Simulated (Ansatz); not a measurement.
Basis-set series for `ClB1NCO1`. The species carries charge 0 and has multiplicity 1. The geometry is a stationary point of PBE0-D4/def2-TZVP.

```tsv
functional	basis	functions	energy (Eh)	HOMO (eV)	LUMO (eV)
PBE0-D4	def2-SVP	89	-654.37303	-7.79	1.37
PBE0-D4	def2-TZVPP	208	-654.75082	-7.95	0.94
ωB97M-V	def2-SVP	89	-654.65132	-10.11	3.43
ωB97M-V	def2-TZVPP	208	-655.03343	-10.29	2.17
```

Question: Give the rows for def2-QZVPP. (Estimate.)

Answer: Computed: 
| functional | basis | functions | energy (Eh) | HOMO (eV) | LUMO (eV) |
| --- | --- | --- | --- | --- | --- |
| PBE0-D4 | def2-QZVPP | 388 | -654.77525 | -7.99 | 0.51 |
| ωB97M-V | def2-QZVPP | 388 | -655.05647 | -10.33 | 1.49 |

Positive LUMOs are unbound and depend on the basis.
